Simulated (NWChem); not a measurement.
Molecule: C2H5BO3; SMILES OB1COCO1

```xyz
11

O      0.1392    -2.1703     0.0247
B      0.0598    -0.8134     0.0220
C      1.2391     0.2459    -0.0581
O      0.5423     1.4572     0.3035
C     -0.8033     1.2767    -0.0406
O     -1.1272    -0.1143     0.0796
H     -0.7442    -2.5820     0.0639
H      1.6848     0.3187    -1.0831
H      2.0760     0.0928     0.6525
H     -1.4362     1.8747     0.6497
H     -1.0145     1.5833    -1.0989
```
Atoms are numbered in this order, from 1.

All runs: NWChem. The geometry was optimised at PBE-D3(BJ)/def2-SVP. Atomic charges in e: unrestrained fits to the electrostatic potential beside Mulliken populations; buried atoms are poorly determined by the fit.

Q: Estimate the computed values for B3LYP/def2-SVP. Quantities: ESP O1; Mulliken O1; ESP B2; Mulliken B2; ESP C3; Mulliken C3; ESP O4; Mulliken O4; ESP C5; Mulliken C5; relative RMS misfit of the potential (%).

A: 
```
Property                                  Result
----------------------------------------  ------
ESP O1                                     -0.69
Mulliken O1                                -0.13
ESP B2                                      0.57
Mulliken B2                                -0.04
ESP C3                                      0.23
Mulliken C3                                 0.15
ESP O4                                     -0.52
Mulliken O4                                -0.40
ESP C5                                      0.60
Mulliken C5                                 0.40
relative RMS misfit of the potential (%)      28
```
